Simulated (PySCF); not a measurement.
C3H7FNSi: g tensor and hyperfine couplings

Compound: C3H7FNSi (doublet state).
Structure used (GFN2-xTB), in Å, numbered top down from 1:
```
atom  x, y, z in Å
F1    -1.4999    1.3568   -1.0756
C2    -0.7287    0.8019   -0.0698
C3    -0.9607   -0.7090   -0.0222
N4     0.1398   -1.2656    0.7204
Si5    1.5687   -0.3090    0.7462
C6     0.7471    1.0642   -0.2919
H7    -1.0702    1.2676    0.8625
H8    -1.9205   -0.9427    0.4489
H9    -0.9863   -1.0890   -1.0545
H10    0.0250   -2.2139    1.0313
H11    2.6974   -0.9646    0.0756
H12    1.0080    2.0885   -0.0397
H13    0.9759    0.9152   -1.3488
```

The hyperfine couplings belong to this conformer and change with its torsions.

The species is `F[C@H]1CN[SiH]C1` [radical].

Level of theory: UKS B3LYP, pcH-1 on C F H N Si, non-relativistic, mean-field spin-orbit, GIAO in PySCF. Geometry: GFN2-xTB, one conformer, isolated molecule. Couplings are sensitive to structure, and on GFN2-xTB geometries they can be far from those on DFT ones, by a factor of two or more for some ions and for spin on atoms past the first row. No stability test was run, so a lower SCF solution isn't excluded.

```
g1, g2, g3                      : 2.00184, 2.00242, 2.00382
g_iso                           : 2.00270
Form of g                       : rhombic: the two nearest values differ by 29 % of g3 − g1
⟨S²⟩                            : 0.7519 (exact 0.7500)
HOMO–LUMO gap, α and β orbitals : 5.45, 4.68 eV
Total energy                    : -562.61914 Eh
```

Hyperfine couplings atom by atom, in MHz; T1 to T3 are the principal values of the dipolar part; ρ(0) is the spin density at the nucleus:

```
atom  isotope   a_iso  of which spin–orbit      T1    T2    T3  Mulliken spin population  ρ(0) (bohr⁻³)
  F1      19F     8.2                  0.0    -5.1  -4.5   9.6                      0.00         0.0019
  C2      13C     3.9                  0.0    -0.8   0.0   0.8                      0.00         0.0034
  C3      13C     3.7                  0.0    -1.7  -1.2   2.9                      0.00         0.0033
  N4      14N    21.3                  0.0    -8.1  -7.7  15.9                      0.12         0.0657
 Si5     29Si  -565.8                  0.8  -136.5  65.3  71.2                      0.76         0.6376
  C6      13C    23.3                  0.0    -5.0  -4.3   9.3                      0.02         0.0207
  H7       1H    -0.3                  0.0    -1.8  -1.7   3.5                      0.00        -0.0001
  H8       1H    -0.6                  0.0    -2.1  -1.7   3.9                      0.00        -0.0001
  H9       1H    28.7                  0.0    -1.8  -1.1   2.9                      0.01         0.0064
 H10       1H   -11.5                  0.0    -9.0  -4.6  13.6                     -0.01        -0.0026
 H11       1H   182.2                  0.0    -7.2   0.4   6.8                      0.09         0.0408
 H12       1H     3.4                  0.0    -4.1  -2.5   6.6                      0.00         0.0008
 H13       1H    23.9                  0.0    -4.0   0.3   3.7                      0.01         0.0054
```

The largest Mulliken spin populations are on Si5 (+0.76), N4 (+0.12) and H11 (+0.09). No atom but Si5 exceeds +0.15. The angles at Si5 add up to 318.4°, so it is pyramidal.

Under fast tumbling the dipolar parts average out, and these isotropic splittings remain (the largest six): 1 × 1H (H11, I = 1/2, 2 lines) with 6.50 mT, 1 × 1H (H9, I = 1/2, 2 lines) with 1.02 mT, 1 × 1H (H13, I = 1/2, 2 lines) with 0.85 mT, 1 × 14N (N4, I = 1, 3 lines) with 0.76 mT, 1 × 1H (H10, I = 1/2, 2 lines) with 0.41 mT and 1 × 19F (F1, I = 1/2, 2 lines) with 0.29 mT.

The 13C coupling of C6 (23.3 MHz) shows only in satellite lines or after enrichment, since that isotope makes up about 1.07 % of natural carbon.

The 29Si coupling of Si5 (-565.8 MHz) shows only in satellite lines or after enrichment, since that isotope makes up about 4.7 % of natural silicon.

Examples of negative spin density at the nucleus (bohr⁻³): H10 (-0.0026).
